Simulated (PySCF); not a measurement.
F²⁺: ionisation energy

F²⁺ [He] 2s2 2p3 (4S) → F³⁺ [He] 2s2 2p2 (3P), as a difference of total energies. Calculation: PySCF 2.14, in x2c-QZVPPall with one added diffuse shell each of s, p, d, f type (8s5p4d3f1g, 73 functions); the spin-free X2C one-electron Hamiltonian (Gaussian nucleus). Correlated levels: valence: 1s2 frozen; valence and next inner shell: nothing frozen. The calculations carry no spin-orbit coupling.

Problem. Order these methods by the ionisation energy they give, lowest first.
A. MP2 (valence)
B. r2SCAN
C. SCS-MP2 (valence)
D. PBE0

Solution. C (62.616 eV), A (62.889 eV), D (62.930 eV), B (63.162 eV).

A first-order spin-orbit estimate (lowest level to lowest level, LS coupling) adds -0.055 eV.

Errors of the correlated levels include the incompleteness of this basis and the frozen core.

For comparison: 62.708 eV (semi-empirical (NIST evaluation); NIST Atomic Spectra Database, ionization energies).
